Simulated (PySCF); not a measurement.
ClFGaHO, SMILES [OH][Ga]([F])[Cl]. Heavy atoms are numbered as in [Ga:1]([F:2])([Cl:3])[OH:4]. Hydrogens are named by the atom that carries them.

The structure is a stationary point at ωB97X-D3(BJ)/def2-SVP. One conformer was computed; it need not be the lowest.

Computed with PySCF with KT2/pcSseg-1.

GIAO shieldings, no solvent; atoms alike by connectivity are averaged. δ = σ(ref) − σ: ¹⁹F against CFCl3 (σ = 127.1 ppm); ³⁵Cl against HCl (σ = 945.4 ppm); ¹⁷O against H2O (σ = 330.4 ppm); ¹H against TMS (σ = 31.47 ppm), references at their B3LYP-D3(BJ)/def2-TZVP geometries, non-relativistic (without spin–orbit terms, shifts of atoms bonded to Cl or Br come out too high).

Task: Estimate the chemical shifts. (The exact figures need the calculation; the answer reports its results.)

Result: 
```tsv
nucleus	atoms	count	δ (ppm)
¹⁹F	F2	1	-156.6
³⁵Cl	Cl3	1	-1.3
¹⁷O	O4 (OH)	1	70.3
¹H	H on O4	1	2.74
```
